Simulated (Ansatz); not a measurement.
Cost and result for the atomization energy of CH3FOSb, SMILES `C[O][Sb][F]` radical (7 atoms, 6 bonds).

Charge 0, multiplicity 2. Correlated methods include outer-core shells of Sb, which these sets cover unevenly. Sb: def2 effective core potential. The structure was optimised at the PBE0-D4/def2-TZVP level. It is one conformer, not always the lowest. Program: Ansatz. All runs use 4 threads of a server CPU on a shared host. Times are those of one run each, without the atoms' runs, and a repeat can differ threefold. Electronic energies, without spin–orbit coupling; frozen cores. CCSD(T)/CBS adds CCSD(T) − MP2 in def2-TZVPP to the MP2 limit, and its time is that of the two runs behind it. T1 = 0.017; ⟨S²⟩ of the reference is 0.77. With those shells the extrapolation isn't a true limit. B3LYP takes the VWN-RPA correlation (the form of Gaussian; ORCA's B3LYP/G). HSE06 is the plane-wave form, built on full-range PBE exchange.

CCSD(T)/CBS is a level of theory with its own doubt, some kJ/mol a heavy atom from the limit and from the frozen cores, so smaller differences don't rank the functionals.

```csv
level,functions,wall time,atomization (kJ/mol),difference from CCSD(T)/CBS,per bond
LDA (SPW92)/def2-TZVPP,185,0.9 s,2820.3,432.0,72.0
PBE0-D4/def2-TZVPP,185,2.3 s,2366.6,-21.7,-3.6
HSE06-D4/def2-TZVPP,185,2.4 s,2366.9,-21.4,-3.6
B3LYP-D4/def2-TZVPP (with forces),185,2.5 s,2393.0,4.7,0.8
CAM-B3LYP-D4/def2-TZVPP,185,2.7 s,2405.8,17.5,2.9
r2SCAN-D4/def2-TZVPP (with forces),185,3.1 s,2386.2,-2.1,-0.4
PBE-QIDH/def2-TZVPP,185,3.5 s,2325.3,-63.0,-10.5
B97M-V/def2-TZVPP,185,5.5 s,2404.5,16.2,2.7
ωB97X-V/def2-TZVPP,185,5.5 s,2402.8,14.5,2.4
CCSD(T)/def2-SVP,83,7.5 s,2157.8,-230.5,-38.4
MP2/def2-QZVPP,343,14 s,2403.6,15.3,2.5
CCSD(T)/def2-TZVPP,185,2.6 min,2292.7,-95.6,-15.9
CCSD(T)/CBS(def2),–,2.8 min,2388.3,0.0,0.0
```

From r2SCAN to r2SCAN0 (25 % exact exchange), in def2-TZVPP and without D4, the atomization energy moves by −80.4 kJ/mol: exact exchange takes away binding that semilocal exchange gives to molecules. The D4 term adds +21.1 kJ/mol with B3LYP and +10.8 kJ/mol with PBE0; it sums over pairs of atoms, weighted by their polarisabilities, and B3LYP, whose exchange is more repulsive, gets the larger term. In def2-TZVPP, CCSD(T) changes the Hartree–Fock value by +723.7 kJ/mol (the triples alone add +49.7 kJ/mol) and MP2 by +774.8 kJ/mol; breaking electron pairs costs correlation energy, which Hartree–Fock lacks.
